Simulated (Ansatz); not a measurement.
AlH$_{5}$OSi$_{2}$ (`[SiH3][SiH]1[O][AlH]1`). Total charge 0; spin multiplicity 1.

```xyz
9

Si    1.5905   -0.7156   -0.0554
Si   -0.7225   -0.3835   -0.1597
O    -1.3964    0.5379    1.0960
Al   -1.8091    1.6169   -0.2018
H     2.0426   -1.3078   -1.3449
H     2.2827    0.5869    0.1404
H     1.9829   -1.6338    1.0501
H    -1.4007   -1.6991   -0.3615
H    -2.5699    2.9981   -0.1631
```

Question: List the harmonic frequencies (cm⁻¹, unscaled) at PBE0-D4/def2-TZVP in Ansatz. (An estimate is asked.)

Answer: The calculation gave: 93, 107, 157, 361, 402, 432, 472, 486, 527, 643, 715, 778, 843, 879, 930, 939, 1949, 2171, 2205, 2216, 2223.

Question: Is this a minimum?

Answer: Yes, all 21 modes are real.

Question: Give the ideal-gas thermochemistry at 298.15 K and 1 bar (rigid rotor, harmonic oscillator; point group C1, symmetry number 1).

Answer: Zero-point energy 116.8 kJ/mol; H(298) − E = 137.9 kJ/mol; entropy 346.3 J/(mol·K), of which translation 166.8, rotation 112.8, vibration 66.6; G(298) − E = 34.7 kJ/mol. Modes under 100 cm⁻¹ are hindered rotations or soft bends, so the harmonic entropy is rough.

Question: Rotational constants (cm⁻¹)?

Answer: 0.3132, 0.05495, 0.05319.
